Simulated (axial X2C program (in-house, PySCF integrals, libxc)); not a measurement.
ZrN⁻: cheaper levels and CCSD(T), with spin–orbit coupling

Computed with an axial X2C code built on PySCF integrals. Two-component (2c) means X2C with spin–orbit coupling and atomic mean-field two-electron Coulomb and Gaunt terms. Basis: Zr dyall-acv3z [12s13p10d6f3g], N dyall-av3z [7s7p3d2f] (cores contracted in-house); Gaussian nuclei, density fitting, unrestricted open shells. Masses: Zr 89.905 u, N 14.003 u.

State: Ω = 0 (closed shell); fragments Zr- + N.

```tsv
level	Re (Å)	ωe (cm⁻¹)	De (eV)
PBE0	1.701	1033.8	6.92
HF	1.672	1086.4	2.25
MP2	1.769	917.1	8.45
CCSD	1.724	1004.5	6.65
BP86	1.731	976.1	7.71
```

Correlated methods: 10 electrons correlated (number of frozen shells: Zr 4 s, 3 p, 1 d; N 1 s), 326 virtual spin orbitals or spinors in MP2, 90 natural virtuals in coupled cluster.

CCSD(T), same Hamiltonian and basis:

Re = 1.747 Å, ωe = 946.2 cm⁻¹, De = 7.12 eV; T1 = 0.037 (Lee–Taylor normalisation).

(1) Give the differences from CCSD(T) in the columns below.

Occupations by symmetry block were frozen at the best pattern of an incomplete PBE0 search. Closed shells are restricted here (equal orbitals for both partners); the stretched side of such a curve lies too high. De is counted from the lowest determinant-based energies of the atoms at the same level, without counterpoise correction. Coupled cluster ran in a truncated set of natural virtual spinors; the MP2 energy of the rest was added. (T) has no such correction and the atoms are truncated less, which lowers De at CCSD(T) by a hundredth of an eV or more. The functionals have no current-density term, which raises determinants with orbital currents, atoms included. The outer-core s and p shells of the metal are frozen in the correlated rows, which leaves out core–valence correlation; for alkali and alkaline-earth bonds that tends to lengthen them. The highest occupied level of some functionals is positive through self-interaction error; at Hartree–Fock it is bound. The T1 diagnostic is large, a sign of multireference character. With the outer-core shells frozen, correlated bond lengths of heavy atoms tend to come out a few hundredths of an ångström too long. Hartree–Fock gets electron affinities wrong, so its lowest charge split need not be the true one.

Answers

(1) 

```
level  ΔRe (Å)  Δωe (cm⁻¹)  ΔDe (eV)
 PBE0   -0.046          88     -0.20
   HF   -0.075         140     -4.87
  MP2    0.022         -29      1.33
 CCSD   -0.023          58     -0.47
 BP86   -0.016          30      0.59
```
